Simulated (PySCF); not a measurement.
PySCF input file for C4H7BF2, SMILES FB1CCC[C@H]1F, KT2/pcSseg-1. The structure is a stationary point at PBE-D3(BJ)/def2-SVP. The structure was generated by enumeration; whether it is a known compound was not checked. One conformer was computed; it need not be the lowest.

```python
import numpy as np
from pyscf import gto, scf, dft
from pyscf.prop.nmr import rks as nmr

mol = gto.M(
    atom='''
    F     1.72813804    1.33540161    0.55522155
    B     0.82111237    0.48648550    0.07119486
    C     1.10119827   -0.93313214   -0.54713455
    C    -0.31359090   -1.54263396   -0.69807975
    C    -1.26633374   -0.33899989   -0.88450410
    C    -0.76237443    0.74311869    0.06518639
    F    -1.10219790    0.37904916    1.40496862
    H     1.55056883   -0.73935975   -1.55225999
    H     1.83576306   -1.56632834   -0.01012088
    H    -0.58645607   -2.07238379    0.23775500
    H    -0.39727675   -2.27935779   -1.52225961
    H    -1.18348095    0.05637813   -1.92243854
    H    -2.33514690   -0.58635694   -0.71511083
    H    -1.17638928    1.75480811   -0.12605914
    ''',
    basis='pcSseg-1',
    charge=0,
    spin=0,
    max_memory=1600,
    verbose=3,
)
mf = dft.RKS(mol, xc='kt2')
mf.grids.level = 3
mf.conv_tol = 1e-10
mf.max_cycle = 100
mf.kernel()
n = nmr.NMR(mf)
n.verbose = 2
n.max_cycle_cphf = 60
sigma = n.kernel()
print('atom   isotropic/ppm   span/ppm')
for i, s in enumerate(sigma):
    w = np.linalg.eigvalsh((s + s.T) / 2)
    print(f'{mol.atom_symbol(i):2s}{i + 1:3d} {w.mean():14.3f} {w[2] - w[0]:11.3f}')
```

Output:

```
converged SCF energy = -387.023944350035
atom   isotropic/ppm   span/ppm
F   1        196.698     468.307
B   2         44.392      73.540
C   3        162.689      20.208
C   4        156.548      36.164
C   5        142.599      18.426
C   6         94.192      98.977
F   7        410.125     117.306
H   8         30.383      10.958
H   9         29.660      10.059
H  10         29.016       9.256
H  11         29.127      11.122
H  12         29.616      10.325
H  13         28.593       9.167
H  14         26.531       7.292
```

Self-consistency was reached.

Cost: about 50 core-seconds (a rough figure).
